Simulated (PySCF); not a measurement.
Te(OH)F5.
Cartesian coordinates in Å at the PBE0-D3(BJ)/def2-SVP level; atoms count from 1:
```
atom  x, y, z in Å
Te1    0.135   -0.033   -0.272
O2     0.144    0.021    1.644
H3    -0.775    0.144    1.937
F4     0.128   -0.085   -2.149
F5     2.010   -0.063   -0.267
F6    -1.759   -0.002   -0.279
F7     0.156    1.848   -0.405
F8     0.100   -1.916   -0.293
```

Level of theory: PySCF, PBE0-D3(BJ)/def2-SVP geometry optimisation, gas phase, def2 core potentials past Kr.

Task: Which atoms are bound to Te1, and at what distances?

Result: 6 atoms: F5 1.876 Å, F4 1.878 Å, F8 1.883 Å, F7 1.885 Å, F6 1.894 Å, O2 1.916 Å. The nearest atom not counted as bound is H3, at 2.40 Å.

Task: List the angles at Te1.

Result: 
| angle | degrees | distance of the outer atoms (Å) |
| --- | --- | --- |
| O2–Te1–F4 | 179.9 | 3.79 |
| F5–Te1–F6 | 179.9 | 3.77 |
| F7–Te1–F8 | 175.3 | 3.77 |
| O2–Te1–F7 | 92.4 | 2.74 |
| O2–Te1–F8 | 92.3 | 2.74 |
| O2–Te1–F6 | 90.5 | 2.71 |
| F4–Te1–F5 | 90.3 | 2.66 |
| F5–Te1–F7 | 90.3 | 2.67 |
| F5–Te1–F8 | 90.1 | 2.66 |
| F6–Te1–F8 | 89.9 | 2.67 |
| F6–Te1–F7 | 89.7 | 2.66 |
| O2–Te1–F5 | 89.6 | 2.67 |
| F4–Te1–F6 | 89.6 | 2.66 |
| F4–Te1–F8 | 87.8 | 2.61 |
| F4–Te1–F7 | 87.5 | 2.60 |

Task: What is the shape at Te1?

Result: Octahedral: the three widest angles are 179.9°, 179.9° and 175.3°, the others run from 87.5° to 92.4°. The Te–F distances aren't all alike: 1.876 to 1.894 Å.

Task: What are the other bond lengths?

Result: O2–H3 0.972 Å.

Point group: near Cs, missed by 0.14 Å at most; the miss may be what the optimiser left on a soft mode. Charge 0, singlet. Stationary, but not proved a minimum.
